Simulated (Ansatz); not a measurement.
C₃H₉B₃O₃, charge -1, doublet, at a GFN2-xTB geometry (a state made from the parent by changing its charge; the spin is typed, not shown lowest) (a gas-phase anion, which may not be bound at this level); WB97X-V/STO-3G in Ansatz (a quantum-chemistry and plane-wave program).

The Ansatz input:
Ansatz 0.2 input:
```yaml
crystal:
  periodic: [false, false, false]
  atoms:
    - {symbol: C, position_ang: [-1.88263187, -2.25884204, -0.38435433]}
    - {symbol: B, position_ang: [-0.90379848, -0.99872182, -0.09120778]}
    - {symbol: O, position_ang: [0.47599836, -1.28150983, -0.06345170]}
    - {symbol: B, position_ang: [1.33020729, -0.18054923, 0.14340972]}
    - {symbol: C, position_ang: [2.92066292, -0.49970419, 0.12009244]}
    - {symbol: O, position_ang: [0.88834620, 1.03540238, 0.38276883]}
    - {symbol: B, position_ang: [-0.55303012, 1.36862306, 0.49315428]}
    - {symbol: C, position_ang: [-0.95757719, 2.71596764, -0.35332957]}
    - {symbol: O, position_ang: [-1.39561160, 0.19893558, 0.14290532]}
    - {symbol: H, position_ang: [-1.64898138, -2.72119801, -1.34237772]}
    - {symbol: H, position_ang: [-2.92745075, -1.95594686, -0.40064314]}
    - {symbol: H, position_ang: [-1.76618271, -3.02849623, 0.37815295]}
    - {symbol: H, position_ang: [3.21769911, -0.93884606, -0.83127412]}
    - {symbol: H, position_ang: [3.18616817, -1.21476873, 0.89825374]}
    - {symbol: H, position_ang: [3.50985185, 0.40162291, 0.27540875]}
    - {symbol: H, position_ang: [-2.00870109, 2.97697420, -0.21890442]}
    - {symbol: H, position_ang: [-0.36453224, 3.57912747, -0.04623218]}
    - {symbol: H, position_ang: [-0.79735130, 2.58761777, -1.43139583]}
basis:
  gaussian:
    orbitals: STO-3G
hamiltonian:
  xc: {name: wB97X-V}
total_charge: -1
magnetization: {spin_polarized: true, initial_magnetization: 1}
```

What the program printed (banner, timings and long lists left out):

```
Functional definition: wB97X-V
767 factors; integrals over basis functions are off by at most 8.9e-5 eV
279 factors; integrals over basis functions are off by at most 2.0e-6 eV
mean field evaluation 1: about -11279.8345 eV, gradient 2.0e1 eV
mean field evaluation 2: about -11282.0793 eV, gradient 1.4e1 eV
mean field evaluation 4: about -11283.0244 eV, gradient 1.6e0 eV
mean field evaluation 8: about -11282.9182 eV, gradient 9.5e-2 eV
mean field evaluation 16: about -11282.9184 eV, gradient 1.1e-4 eV
mean field -11282.91840442 eV, -414.6396035257 hartree, gradient 3.5e-5 eV, S^2 0.752876; 0 other end points of the search recorded, 0 dependent functions left out
reference -11282.91840285 eV, -414.6396034679 hartree; 34, 33 occupied and 20, 21 virtual orbitals, 767 factors
Total energy: -11282.91840285 eV, -414.6396034679 hartree
```
